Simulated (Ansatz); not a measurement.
Cl3GaH2Se, SMILES `[Cl][Ga-]([Cl])([Cl])[SeH2+]`, relaxed with RKS PBE-D4/def2-SVP in the Gaussian-basis code of Ansatz from a rough embedded geometry. The force threshold is 0.03 eV/Å; the program also tests the step.

The species carries charge 0 and has multiplicity 1.

Start:

```xyz
7

Cl   -1.721   -0.344   -2.052
Ga   -0.554    0.427   -0.344
Cl   -0.148    2.537   -0.702
Cl   -1.645    0.274    1.503
Se    1.518   -0.759   -0.125
H     0.790   -1.978    0.474
H     1.759   -0.156    1.245
```

| step | energy (eV) | largest force (eV/Å) | largest move (Å) |
| --- | --- | --- | --- |
| 1 | -155273.2737 | 2.352 | 0.000 |
| 2 | -155273.6452 | 0.972 | 0.185 |
| 3 | -155273.7074 | 0.119 | 0.095 |
| 4 | -155273.7120 | 0.036 | 0.029 |
| 5 | -155273.7132 | 0.041 | 0.028 |
| 6 | -155273.7138 | 0.012 | 0.013 |

End:

```xyz
7

Cl   -1.641   -0.479   -2.054
Ga   -0.802    0.595   -0.367
Cl    0.017    2.574   -0.712
Cl   -1.658    0.199    1.591
Se    1.494   -0.746   -0.134
H     0.830   -1.940    0.453
H     1.760   -0.203    1.224
```

Hardware: 4 threads of an AMD EPYC 7R43 on a shared host. Wall time 8.5 s, peak host memory 0.22 GiB.
